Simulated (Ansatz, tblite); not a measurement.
**Ligand exchange: CH2Cl2 + BCl2F → CH2ClF + BCl3**

Species: CH2Cl2 `ClCCl`, singlet; BCl2F (dichlorofluoroborane) `FB(Cl)Cl`, singlet; CH2ClF `FCCl`, singlet; BCl3 (boron trichloride) `ClB(Cl)Cl`, singlet. The partners trade Cl for F: C–Cl and B–F bonds give way to C–F and B–Cl.

Shapes, held fixed at every level: PBE0-D4/def2-TZVP. Programs: Ansatz 0.2.0, tblite 0.8.0. The zero-point and thermal change to 298 K, harmonic and unscaled (PBE0-D4/def2-TZVP), is +0.5 kJ/mol.

**The experiment to reproduce.** Tabulated heats of formation (Active Thermochemical Tables, NIST-JANAF tables): CH2Cl2 -94.7 (ATcT); BCl2F -644.3 (JANAF); CH2ClF -263.7 (ATcT); BCl3 -403.0 (JANAF) kJ/mol, which give ΔH(298 K) = +72.4 kJ/mol.

| level | kind | ΔH (kJ/mol) | computed − measured |
| --- | --- | --- | --- |
| GFN1-xTB | semi-empirical | +6.5 | -65.9 |
| HF/def2-SVP | Hartree–Fock | +56.3 | -16.0 |
| SPW92/def2-TZVPP | LDA | +61.1 | -11.3 |
| r2SCAN-D4/def2-TZVPP | meta-GGA | +62.9 | -9.5 |
| wB97M-V/def2-TZVPP | range-separated hybrid | +65.8 | -6.6 |
| B2PLYP/def2-TZVPP | double hybrid | +67.3 | -5.0 |
| CCSD(T)/def2-SVP | coupled cluster or CI | +56.5 | -15.8 |
| CCSD(T)/def2-TZVPP | coupled cluster or CI | +67.2 | -5.2 |
| CCSD(T)/CBS estimate | coupled cluster or CI | +68.9 | -3.5 |

Nearest: CCSD(T)/CBS estimate (-3.5); farthest: GFN1-xTB (-65.9). 5 of 9 levels lie within 10 kJ/mol. The tabulated values of BCl2F, BCl3 are in doubt (older tables, estimates, or at odds with other calculations) and kept here. The CBS estimate extrapolates MP2 from def2-TZVPP and def2-QZVPP and adds CCSD(T) − MP2 in the triple-zeta set, cores frozen.
